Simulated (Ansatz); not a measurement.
Total energies of diphenyliodonium iodide, `[I-].c1ccc([I+]c2ccccc2)cc1` from Ansatz at PBE-D4/def2-SVP, gas phase (1 Eh = 27.2114 eV = 2625.5 kJ/mol). The reference geometry is relaxed at PBE-D4/def2-SVP.

```tsv
state	geometry	energy (Eh)
charge 0 singlet	reference	-1057.68723
charge 1 doublet	reference	-1057.41044
charge -1 doublet	reference	-1057.76691
charge -1 doublet	relaxed at PBE-D4/def2-SVP	-1057.78902
free I atom (doublet)	–	-297.65577
free C atom (triplet)	–	-37.75124
free H atom (doublet)	–	-0.49863
```

In the def2 sets I takes a core potential; there is no spin–orbit coupling.

Work out the vertical ionisation energy to the doublet.

E(charge 1 doublet) − E(charge 0 singlet) = -1057.41044 − (-1057.68723) = 0.27679 Eh = 7.53 eV. For comparison, −ε of the highest occupied level is 5.10 eV at this level, 2.43 eV less.

Work out the vertical electron affinity, to the doublet.

E(charge 0 singlet) − E(charge -1 doublet) = -1057.68723 − (-1057.76691) = 0.07968 Eh = 2.17 eV. The basis lacks diffuse functions, which makes affinities too small.

Give the fundamental gap IE − EA, the Mulliken electronegativity (IE + EA)/2 and the hardness (IE − EA)/2.

From the values in Eh: IE − EA = 0.27679 − 0.07968 = 0.19711 Eh = 5.36 eV; (IE + EA)/2 = 4.85 eV; (IE − EA)/2 = 2.68 eV. The HOMO–LUMO gap of the same run is 0.83 eV, 4.53 eV smaller than the fundamental gap.

How much does the charge -1 doublet relax, and what is the adiabatic electron affinity?

Relaxation: -1057.76691 − (-1057.78902) = 0.02211 Eh = 0.60 eV. Adiabatic electron affinity: 0.10179 Eh = 2.77 eV, without zero-point energy. Bonds change on the way (1 lost, 0 formed), so the relaxed form is another species. 

What is the binding energy per atom against free atoms?

Atoms: 2 × (-297.65577) + 12 × (-37.75124) + 10 × (-0.49863) = -1053.31272 Eh. Binding: -1053.31272 − (-1057.68723) = 4.37451 Eh = 119.04 eV, or 4.96 eV for each of 24 atoms (no zero-point energy, no counterpoise term).

The restricted singlet is unstable towards broken spin symmetry in Hartree–Fock (as tested in another run); at PBE-D4/def2-SVP this wasn't settled. At PBE-D4/def2-SVP the gap within one spin of the charge 1 doublet nearly closes, so an electron or hole may be smeared out by delocalisation error. At PBE-D4/def2-SVP the highest occupied level of the charge -1 doublet lies above zero (up to 0.03 eV). By energy differences its removal costs 2.17 eV (vertical, to the charge 0 singlet, at PBE-D4/def2-SVP); self-interaction error and the lack of diffuse functions both raise the level.
